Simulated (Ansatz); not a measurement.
`BC([SiH3])OC` → `BO[SiH](C)C`  (isomerisation)

Computed with Ansatz on PBE0-D4/def2-TZVP structures; ΔE is electronic, products minus reactants. CCSD(T)/CBS is the MP2 limit (def2-TZVPP, def2-QZVPP) plus CCSD(T) − MP2 in def2-TZVPP, frozen cores. One conformer a species, not always the lowest.

`BC([SiH3])OC`:

```xyz
14

B     0.196   -1.598    1.069
C    -0.243   -0.244    0.555
Si    1.555    0.000   -0.226
O    -1.247   -0.188   -0.415
C    -1.616    1.116   -0.780
H    -0.105   -2.611    0.514
H     0.963   -1.607    1.991
H    -0.310    0.568    1.291
H     1.355    0.693   -1.522
H     2.213   -1.308   -0.500
H     2.417    0.799    0.678
H    -0.779    1.668   -1.228
H    -2.417    1.032   -1.514
H    -1.983    1.682    0.087
```

`BO[SiH](C)C`:

```xyz
14

B    -2.156    0.994   -0.318
O    -1.140    0.347   -0.907
Si    0.146   -0.564   -0.358
C     0.155   -0.674    1.499
C     1.695    0.218   -1.022
H    -2.938    1.579   -1.016
H    -2.276    0.987    0.882
H    -0.040   -1.917   -0.947
H     0.988   -1.302    1.827
H    -0.768   -1.115    1.880
H     0.274    0.311    1.959
H     1.842    1.216   -0.600
H     2.571   -0.388   -0.771
H     1.647    0.311   -2.109
```

```csv
species,CCSD/CBS(def2) energy (Eh)
`BC([SiH3])OC`,-470.47902
`BO[SiH](C)C`,-470.64269
```

(1) Work out ΔE.

Largest T1 diagnostic among the species: 0.013.

## Answers

(1) ΔE = (-470.64269) − (-470.47902) = -0.16367 Eh = -102.7 kcal/mol. CCSD(T)/CBS gives -101.3 kcal/mol.

From PBE to PBE0 (25 % exact exchange), in def2-TZVPP and without D4, ΔE moves by −3.8 kcal/mol. In def2-TZVPP, CCSD(T) changes the Hartree–Fock value by +6.3 kcal/mol (the triples alone add +1.4 kcal/mol) and MP2 by +2.8 kcal/mol.
